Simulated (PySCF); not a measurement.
Si(CF3)3(H), SMILES FC(F)(F)[SiH](C(F)(F)F)C(F)(F)F (C3HF9Si), B3LYP/def2-SVP optimised geometry.

```
14

Si    -0.97    -0.09     0.00
C     -1.61    -1.02     1.57
F     -0.96    -0.60     2.67
F     -1.44    -2.35     1.47
F     -2.92    -0.79     1.75
C     -1.58    -1.02    -1.58
F     -0.93    -2.19    -1.75
F     -2.90    -1.29    -1.50
F     -1.38    -0.28    -2.68
C      0.97    -0.09     0.00
F      1.43     0.28    -1.21
F      1.48    -1.30     0.28
F      1.45     0.78     0.91
H     -1.48     1.30     0.00
```

Density from PySCF 2.14.0 with B3LYP/def2-TZVP at that geometry.

Minimum of the electron density along straight lines between bonded atoms, close to the bond critical point (lines longer than 1.1 times the sum of covalent radii, or with two minima, are not listed):

```tsv
bond	length / Å	ρ at the minimum / e bohr⁻³	∇²ρ there / e bohr⁻⁵	position (fraction from the first atom)
Si1–C2	1.935	0.119	0.13	0.38
C2–F3	1.347	0.280	-0.49	0.34
C2–F4	1.343	0.283	-0.48	0.34
C2–F5	1.346	0.281	-0.49	0.34
Si1–C6	1.934	0.119	0.13	0.38
C6–F7	1.344	0.283	-0.48	0.34
C6–F8	1.347	0.281	-0.49	0.34
C6–F9	1.346	0.281	-0.48	0.34
Si1–C10	1.935	0.119	0.13	0.38
C10–F11	1.347	0.280	-0.49	0.34
C10–F12	1.343	0.283	-0.48	0.34
C10–F13	1.346	0.281	-0.48	0.34
Si1–H14	1.478	0.127	0.13	0.49
```
